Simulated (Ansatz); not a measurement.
`CCCCCCCCCCCCCCSC(C)=O`. Total charge 0; singlet. Geometry PBE-D4/def2-SVP, basis def2-TZVP, Ansatz.

```json
{"run": "A", "HOMO (eV)": "-5.81", "LUMO (eV)": "-1.42"}
{"run": "B", "HOMO (eV)": "-9.80", "LUMO (eV)": "1.85"}
{"run": "C", "HOMO (eV)": "-5.94", "LUMO (eV)": "-1.56"}
{"run": "D", "HOMO (eV)": "-6.20", "LUMO (eV)": "-1.36"}
{"run": "E", "HOMO (eV)": "-7.13", "LUMO (eV)": "-0.51"}
{"run": "F", "HOMO (eV)": "-9.46", "LUMO (eV)": "1.79"}
```

LC-ωPBE has ω = 0.4 bohr⁻¹. Single mean-field runs in def2-TZVP are fitted with def2-universal-jkfit.

**Question.** The runs used BLYP, LC-ωPBE, PBE, PBE0, r2SCAN, ωB97X-V. Estimate which is which.

**Answer.** A BLYP (0 % exact exchange); B LC-ωPBE (range-separated); C PBE (0 % exact exchange); D r2SCAN (0 % exact exchange); E PBE0 (25 % exact exchange); F ωB97X-V (range-separated). Exact exchange lowers occupied and raises empty levels; among semilocal functionals meta-GGAs tend to open the gap a little, and such runs are hard to tell apart. The gap grows from 4.38 eV (BLYP) to 11.65 eV (LC-ωPBE).
